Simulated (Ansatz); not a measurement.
`N[SiH2]B(O)Cl`, charge 0, multiplicity 1.

**Question.** Give a relaxed structure at PBE0-D4/def2-TZVP (Ansatz 0.2.0). (Best estimate.)

**Answer.** The calculation gave: 
Z-matrix (Å, degrees):
```
Si
B 1 2.033
N 1 1.725 2 116.1
H 1 1.491 2 106.8 3 -120.9
H 1 1.488 2 109.0 3 121.3
Cl 2 1.785 1 119.7 3 16.0
O 2 1.345 1 121.6 3 -165.0
H 3 1.008 1 118.2 2 76.4
H 3 1.008 1 118.7 2 -60.7
H 7 0.964 2 114.2 1 -178.5
```
This is one stationary point; other conformers may exist.
